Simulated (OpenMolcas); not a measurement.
# Ti²⁺: the spin-orbit constant, Racah parameters, worked from levels

```yaml
Program: OpenMolcas 26.06
Basis: ANO-RCC-VQZP [7s6p4d3f2g1h]
Scalar_Hamiltonian: DKH2, point nucleus
Active_space: 2 electrons in 5 orbitals (3d)
State_averaging: 2S+1 = 3 even, 10 roots; 2S+1 = 1 even, 15 roots
Spin-orbit_coupling: state interaction with AMFI integrals over the reference wave functions, term energies averaged over their components
```

Methods: CASSCF; SS-CASPT2, IPEA 0.25 Eh, imaginary shift 0.1 Eh (closed shells correlated: 3s 3p). Measured levels: Corliss and Sugar, J. Phys. Chem. Ref. Data 8, 1 (1979).

**The spin-orbit constant.** For the Hund term 3F of d2, E(J) = (A/2) J(J+1) + constant and ζ = 2S·A = 2A. From J = 2 to J = 4 the energy changes by 7 A.

| Source | E(4) - E(2) | A | ζ |
| --- | --- | --- | --- |
| CASSCF | 450.2 | 64.3 | 129 |
| SS-CASPT2 | 451.7 | 64.5 | 129 |
| measured | 420.4 | 60.1 | 120 |

All in cm-1. SS-CASPT2 is off by +7.4 % and CASSCF by +7.1 %. Both methods take the spin-orbit matrix elements from the reference wave functions, so the second can move ζ only through the term energies and any multistate remixing. Second-order mixing with other terms is absorbed into this ζ.

**Racah parameters.** Above 3F, d2 has 3P at 15B, 1G at 12B + 2C and 1D at 5B + 2C. The first two fix B and C, and the third tests them; where it misses by thousands of cm-1, two parameters do not describe the configuration (Trees and configuration-interaction terms are left out) and B and C hang on the terms chosen. Term energies are centres of gravity, weighted by 2J + 1.

```tsv
Source	3P	1G	B	C	C/B	1D from B, C	1D found
CASSCF	13444	17216	896	3230	3.60	10940	11085
SS-CASPT2	10845	14001	723	2662	3.68	8939	7326
measured	10420	14156	695	2910	4.19	9295	8232
```

Energies in cm-1. From CASSCF to SS-CASPT2, B changes by -19.3 % and C by -17.6 %. Against the measured terms, SS-CASPT2 has B off by +4.0 % and C by -8.5 %.

CASPT2 does not keep the components of a term degenerate, so their means are used; among the terms shown or strongly mixed into the levels shown the widest spread is 870 cm-1 (3d2 1G, SS-CASPT2). Without dynamic correlation excited terms often stand tens of per cent too high (terms of higher spin than the ground term too low), and those without a measured partner can miss by more than the paired ones (holds for CASSCF). Measured partners are found by configuration, term and J. A level has none where our copy of the source lacks it or the pairing is in doubt (some pairs that miss far off the trend of their configuration count as doubtful), and it then counts in no deviation. Levels of configurations outside the active space are missing.
